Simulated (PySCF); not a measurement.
Species: C2H5BO2Si.
Structure used (PBE0-D3(BJ)/def2-SVP), in Å, numbered top down from 1:
```xyz
11
C2H5BO2Si angstrom
C      2.541    1.658   -0.312
C      1.873    0.646   -0.205
Si     0.816   -0.855   -0.050
B     -1.112   -0.284    0.255
O     -2.051   -0.671   -0.650
O     -1.370    0.469    1.355
H      3.135    2.549   -0.402
H      0.973   -1.666   -1.295
H      1.332   -1.666    1.099
H     -2.947   -0.364   -0.468
H     -2.286    0.751    1.462
```

Jobs on this species (11 atoms, 52 electrons) with PySCF (density fitting). Hardware of each: an Arm Neoverse V1 with one thread (shared host). The host was shared with other jobs, so the times are rough.

**Question.** Rank these jobs by wall time, shortest first.
A. PBE0/6-311+G(2d,p); shieldings, charges and field gradients; 200 basis functions
B. PBE0/pcSseg-0; shieldings, charges and field gradients; 68 basis functions
C. PBE0-D3(BJ)/def2-SVP, grid level 1; geometry optimisation from a GFN2-xTB start; 113 basis functions
D. PBE0/def2-SVP; shieldings, charges and field gradients; 113 basis functions

**Answer.** B (4.6 s), D (7.8 s), A (18 s), C (52 s).

All jobs:

| level and settings | work | basis functions | SCF cycles | wall time |
| --- | --- | --- | --- | --- |
| PBE0/pcSseg-0 | shieldings, charges and field gradients | 68 | 14 | 4.6 s |
| PBE0/6-31G* | shieldings, charges and field gradients | 98 | 14 | 7.2 s |
| PBE0/def2-SVP | shieldings, charges and field gradients | 113 | 14 | 7.8 s |
| PBE0/cc-pVDZ | shieldings, charges and field gradients | 113 | 14 | 8.8 s |
| PBE0/6-311+G(2d,p) | shieldings, charges and field gradients | 200 | 14 | 18 s |
| PBE0/aug-cc-pVDZ | shieldings, charges and field gradients | 187 | 14 | 18 s |
| PBE0/def2-TZVP | shieldings, charges and field gradients | 222 | 14 | 22 s |
| PBE0/cc-pVTZ | shieldings, charges and field gradients | 254 | 14 | 26 s |
| PBE0-D3(BJ)/def2-SVP, grid level 1 | geometry optimisation from a GFN2-xTB start | 113 | 91 | 52 s |

**Question.** What do all jobs in the table cost together?

**Answer.** About 2.7 min; the longest takes about 32 % of that, and about 11 times as long as the shortest.
